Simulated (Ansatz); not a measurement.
Basis sets compared for Ge₂Se (the lowest singlet isomer of a short search). Charge 0, multiplicity 1. Geometry r2SCAN-D4/def2-TZVP. Ansatz on 4 threads of Arm Neoverse V1 on a shared host; times are rough, and most runs start from earlier orbitals.

```xyz
3

Ge   -1.151    0.539   -0.666
Ge    0.120   -1.349    0.475
Se    1.031    0.810    0.191
```

The 6-31G sets use Cartesian d functions. B3LYP takes the VWN-RPA correlation. The structure comes from a short search, and lower isomers may exist.

Binding counts from free atoms (Ge triplet, Se triplet) in the same basis, without a counterpoise term.

```tsv
level	functions	energy (Eh)	HOMO (eV)	LUMO (eV)	binding per atom (eV)	wall time
PBE-D4/def2-SVP	96	-6553.8193	-4.83	-3.78	2.78	0.75 s
PBE-D4/def2-TZVP	144	-6554.6356	-4.84	-3.80	2.79	1.1 s
r2SCAN-D4/def2-TZVP	144	-6555.5762	-5.09	-3.82	2.67	2.6 s
B3LYP-D4/6-31G	87	-6554.6518	-5.62	-3.41	2.26	1.1 s
B3LYP-D4/def2-TZVP	144	-6555.7419	-5.50	-3.22	2.59	1.9 s
PBE0-D4/def2-SVP	96	-6553.9899	-5.76	-3.09	2.62	1.2 s
PBE0-D4/def2-TZVP	144	-6554.8058	-5.74	-3.09	2.63	1.9 s
```

**Question.** Estimate the rows for PBE-D4/def2-TZVPD, r2SCAN-D4/def2-TZVPD, PBE0-D4/def2-TZVPD.

**Answer.** 
```tsv
level	functions	energy (Eh)	HOMO (eV)	LUMO (eV)	binding per atom (eV)	wall time
PBE-D4/def2-TZVPD	165	-6554.6369	-4.88	-3.85	2.79	2.1 s
r2SCAN-D4/def2-TZVPD	165	-6555.5773	-5.11	-3.84	2.67	3.8 s
PBE0-D4/def2-TZVPD	165	-6554.8069	-5.76	-3.12	2.64	3.2 s
```
